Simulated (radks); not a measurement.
Isoelectronic series with 40 electrons, each ion in its NIST ground configuration. Calculated with a radial shooting solver on a logarithmic mesh with Libxc functionals: scalar-relativistic Kohn-Sham, PBE, spin-unpolarised, spherical densities, point nucleus. Total energies (hartree) and mean radii <r> (bohr):

| ion | configuration | E (hartree) | 4d | 4p | 4s | 3d |
|---|---|---|---|---|---|---|
| Zr | [Kr] 4d2 5s2 | -3598.53102 | 2.298 | 1.369 | 1.213 | 0.4525 |
| Nb+ | [Kr] 4d4 | -3819.36821 | 2.060 | 1.304 | 1.160 | 0.4330 |
| Mo2+ | [Kr] 4d4 | -4047.79797 | 1.726 | 1.227 | 1.104 | 0.4152 |
| Tc3+ | [Kr] 4d4 | -4283.69195 | 1.518 | 1.157 | 1.052 | 0.3989 |
| Ru4+ | [Kr] 4d4 | -4527.05515 | 1.370 | 1.094 | 1.003 | 0.3838 |
| Rh5+ | [Kr] 4d4 | -4777.90436 | 1.255 | 1.038 | 0.9588 | 0.3699 |
| Pd6+ | [Kr] 4d4 | -5036.26306 | 1.163 | 0.9877 | 0.9180 | 0.3569 |
| Ag7+ | [Kr] 4d4 | -5302.15927 | 1.086 | 0.9421 | 0.8805 | 0.3449 |
| Cd8+ | [Kr] 4d4 | -5575.62442 | 1.021 | 0.9008 | 0.8458 | 0.3336 |
| In9+ | [Kr] 4d4 | -5856.69278 | 0.9640 | 0.8630 | 0.8137 | 0.3230 |
| Sn10+ | [Kr] 4d4 | -6145.40107 | 0.9142 | 0.8285 | 0.7839 | 0.3131 |
| Sb11+ | [Kr] 4d4 | -6441.78828 | 0.8700 | 0.7967 | 0.7563 | 0.3038 |
| Te12+ | [Kr] 4d4 | -6745.89547 | 0.8303 | 0.7674 | 0.7304 | 0.2950 |
